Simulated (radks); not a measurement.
Problem. The samarium ion Sm2+ is in [Xe] 4f6. All-electron calculation, scalar-relativistic Kohn-Sham, PBEsol, spin-polarised, spherical densities, finite nucleus; Fermi nuclear charge, rms radius of each element as measured or else 0.836 A^(1/3) + 0.57 fm. Program: a radial shooting solver on a logarithmic mesh with Libxc functionals. Open shells are filled with parallel spins first. One electron is removed from 4f, 5p, 5s, 4d in turn, with full relaxation. Which removal costs least, and what does each cost?

Solution. 4f 25.260 eV; 5p 41.060 eV; 5s 61.345 eV; 4d 147.75 eV. The 4f electron leaves first.
